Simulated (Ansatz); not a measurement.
BeMe(OH) (CH4BeO). Charge 0, multiplicity 3. Geometry PBE-D4/def2-TZVP, that of the neutral singlet; atoms count from 1.

```csv
atom,x (Å),y (Å),z (Å)
Be1,0.137,0.542,-0.317
C2,-0.110,-0.822,0.651
H3,-1.129,-1.226,0.543
H4,0.029,-0.587,1.719
H5,0.590,-1.636,0.406
O6,0.395,1.727,-1.067
H7,0.088,2.003,-1.935
```

At PBE0-D4/def2-TZVP a singlet of charge 0 lies 7.03 eV below the triplet at the same geometry.

(1) Estimate the Mulliken populations from the PBE0/def2-TZVP orbitals of Ansatz.

(2) Where does the spin sit?

(3) And the Mayer bond orders between heavy atoms (over 0.3)?

## Answers

(1) 
```tsv
atom	charge (e)	spin (α − β)
Be1	-0.42	1.21
C2	-0.06	0.46
H3	0.19	0.02
H4	0.12	0.10
H5	0.18	0.04
O6	-0.32	0.14
H7	0.31	0.03
```
Mulliken values depend strongly on the basis.

(2) Summed by element: Be 1.21, C 0.46, H 0.18, O 0.14, of 2 unpaired in all. Largest on single atoms: Be1 1.21, C2 0.46, O6 0.14.

(3) Be1–O6 1.44 (1.43 Å).
